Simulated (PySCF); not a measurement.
## Unknowns

All values are calculated (PySCF 2.14): σ from GIAO-PBE0/pcSseg-1, GFN2-xTB geometry. Rapidly exchanging positions averaged, one computed conformer, no solvent, no relativistic terms.

Chemical shifts δ = σref − σ; TMS for 1H (σref 31.72), 13C (σref 186.93), all at this level. Where no couplings were computed, multiplicities follow the n + 1 count of equivalent neighbours, and m marks all less simple cases (inequivalent or close neighbours, rings, F or P nearby). Shifts are as computed. Against solution values, carbons near 30 ppm lie about +3 ppm off and those near 130 ppm about +5 ppm; carbons on Cl a further +6 ppm. Of 1211 compounds with measured shifts, 218 miss one by over three times the rms of a fit or turn the order of signals round; such compounds aren't used in these exercises. Carbons bonded to Cl come out too deshielded.

Q: C5H6Cl2O2Si. 1H NMR (300 MHz, computed): δ 8.06 (s, 1H), 5.89 (s, 1H), 2.89 (m, 1H), 2.88 (m, 1H), 2.79 (m, 1H), 2.44 (m, 1H). 13C{1H} NMR (computed): δ 164.6, 162.1, 148.5, 41.9, 31.0. What is it?

A: `C1C([Si@@H](OC=O)Cl)=C(Cl)C1`. Rings plus π bonds: 3 (1 ring in the answer). 5 carbon signals for 5 carbons: no two carbons are equivalent. Carbon types of the structure: 2 × C, 1 × CH, 2 × CH2, leaving 1 H on heteroatoms. δC 164.6: carbonyl carbon. δC 162.1, 148.5: fully substituted alkene carbon; an sp2 carbon of a C=C bond. δC 41.9, 31.0: allylic sp3 CH2; saturated and bonded to C and H only. δH 2.89, 2.88, 2.79, 2.44: hydrogen on an allylic sp3 CH2; allylic position.

The data come from this structure; uniqueness wasn't tested.

Q: C7H8O4. 1H NMR (400 MHz, computed): δ 8.25 (s, 1H), 5.61 (m, 1H), 2.97 (m, 1H), 2.97 (m, 1H), 2.70 (m, 1H), 2.69 (m, 1H), 2.69 (m, 1H), 2.67 (m, 1H). 13C{1H} NMR (computed): δ 207.4 (C), 206.2 (C), 164.8 (CH), 76.9 (CH), 48.8 (CH2), 43.5 (CH2), 38.4 (CH2). What is it?

A: `InChI=1S/C7H8O4/c8-4-11-7-3-5(9)1-2-6(7)10/h4,7H,1-3H2/t7-/m1/s1`. The formula gives 4 degrees of unsaturation (1 ring in the answer). 7 carbon signals for 7 carbons: no two carbons are equivalent. Carbon types of the structure: 2 × C, 2 × CH, 3 × CH2, which accounts for all hydrogens. δC 207.4, 206.2: ketone carbonyl carbon; low-lying n→π* states of the double bond to the heteroatom give a large paramagnetic term (-269 ppm). δC 164.8: ester carbonyl carbon; lone-pair donation from the attached heteroatom keeps it upfield of a ketone carbonyl. δC 76.9: sp3 CH bonded to O, α to a carbonyl; pulled downfield by the heteroatom. δC 48.8, 43.5, 38.4: sp3 CH2 α to a carbonyl; the adjacent C=O deshields it moderately.

This is the structure that produced the data.
